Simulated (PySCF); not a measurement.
Electronic structure of I²⁺ (iodine, charge +2) at the r2SCAN level

Configuration: [Kr] 4d10 5s2 5p2 6s1, high-spin 4P determinant (an excited configuration). Computed with PySCF 2.14 in dyall-av2z, with the non-relativistic Hamiltonian (point nucleus).

```json
{
  "Total energy": "-6918.94 hartree",
  "One-electron energy": "-9461.59 hartree",
  "Hartree (Coulomb) energy": "2718.37 hartree",
  "Exchange-correlation energy": "-175.72 hartree",
  "Kinetic energy": "6916.47839 hartree",
  "⟨S²⟩": "3.7535",
  "⟨L²⟩": "2.041",
  "Sum of ⟨r⟩": "34.47 bohr",
  "Sum of ⟨r²⟩": "58.44 bohr²",
  "Traceless quadrupole moment −½Σ⟨3z² − r²⟩ along its main axis": "2.44 e·bohr²",
  "Density at the nucleus (Gaussians lack the cusp)": "105000 bohr⁻³",
  "Spin density at the nucleus": "6.23 bohr⁻³",
  "Langevin diamagnetic susceptibility": "-46.3 ×10⁻⁶ cm³/mol",
  "Time after the integrals": "about 7 core-seconds"
}
```

| shell | electrons | mean orbital energy (eV) | spread (eV) | rms radius, mean of both spins (bohr) |
| --- | --- | --- | --- | --- |
| 1s α | 1 | -31727.6 | 0 | 0.0332 |
| 1s β | 1 | -31727.5 | 0 | 0.0332 |
| 2s α | 1 | -4818.4 | 0 | 0.134 |
| 2s β | 1 | -4818.3 | 0 | 0.134 |
| 2p α | 3 | -4525.9 | 0.056 | 0.116 |
| 2p β | 3 | -4525.8 | 0.143 | 0.116 |
| 3s α | 1 | -996.77 | 0 | 0.349 |
| 3s β | 1 | -996.72 | 0 | 0.349 |
| 3p α | 3 | -873.47 | 0.265 | 0.342 |
| 3p β | 3 | -873.38 | 0.329 | 0.342 |
| 3d α | 5 | -645.21 | 0.225 | 0.314 |
| 3d β | 5 | -645.12 | 0.291 | 0.314 |
| 4s α | 1 | -196.62 | 0 | 0.818 |
| 4s β | 1 | -196.36 | 0 | 0.818 |
| 4p α | 3 | -153.08 | 0.592 | 0.858 |
| 4p β | 3 | -152.82 | 0.760 | 0.858 |
| 4d α | 5 | -79.033 | 0.589 | 0.983 |
| 4d β | 5 | -78.659 | 0.812 | 0.983 |
| 5s α | 1 | -39.465 | 0 | 2.03 |
| 5s β | 1 | -36.948 | 0 | 2.03 |
| 5p α | 2 | -28.976 | 0 | 2.31 |
| 6s α | 1 | -12.795 | 0 | 4.70 |

A non-relativistic calculation at this Z misses sizeable relativistic shifts. The outer electron is Rydberg-like, and this basis confines it to a smaller radius and binds it less than a complete one would.
